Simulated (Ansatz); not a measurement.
The pair A = CH3F (SMILES CF) (first 5 atoms), B = H2 (SMILES [H][H]); geometry from B3LYP-D3(BJ)/def2-TZVP.
(charge 0, multiplicity 1):
```tsv
atom	x (Å)	y (Å)	z (Å)
C	-0.4448	-0.6709	-0.3515
F	-0.2025	0.6227	0.0983
H	0.1037	-0.8265	-1.2811
H	-0.1054	-1.3753	0.4088
H	-1.5157	-0.7880	-0.5214
H	0.2187	0.2783	2.5843
H	0.3090	-0.0479	3.2478
```

Frozen-core correlation. MP2 and its Hartree–Fock in aug-cc-pVQZ are density fitted.

Programs: Ansatz (Gaussian basis) for Hartree–Fock, density functionals and correlated methods. Values without a source in brackets are computed.

The counterpoise-corrected interaction energy is E(AB) − E(A in the pair's basis) − E(B in the pair's basis). Total energies (hartree):

| level | AB | A in the pair's basis | B in the pair's basis |
|---|---|---|---|
| HF/aug-cc-pVTZ | -140.2300540 | -139.0971435 | -1.1329907 |
| MP2/aug-cc-pVTZ | -140.7075926 | -139.5417098 | -1.1650232 |
| HF/aug-cc-pVQZ | -140.2398751 | -139.1065307 | -1.1334337 |
| MP2/aug-cc-pVQZ | -140.7487740 | -139.5811744 | -1.1666993 |
| CCSD(T)/aug-cc-pVTZ | -140.7451186 | -139.5715108 | -1.1726668 |

Task: Work out the counterpoise-corrected interaction energy at the basis-set limit: extrapolate the MP2 correlation part as X⁻³, take Hartree–Fock from the larger set, and add the CCSD(T) − MP2 difference of aug-cc-pVTZ.

Result: 
1. Differences (1 hartree = 627.509 kcal/mol): HF/aug-cc-pVTZ 0.050; MP2/aug-cc-pVTZ -0.539; HF/aug-cc-pVQZ 0.056; MP2/aug-cc-pVQZ -0.565; CCSD(T)/aug-cc-pVTZ -0.590.
2. Correlation parts, MP2 less HF: -0.590 in aug-cc-pVTZ (X = 3), -0.621 in aug-cc-pVQZ (X = 4).
3. Limit (4³·(-0.621) − 3³·(-0.590))/(4³ − 3³) = -0.644; with HF/aug-cc-pVQZ it gives -0.588.
4. CCSD(T) less MP2 in aug-cc-pVTZ: -0.051.
Result: -0.64 kcal/mol, against -0.54 at MP2/aug-cc-pVTZ. It is an estimate of this method's limit, not of the exact value.

Ansatz is a program for electronic structure.
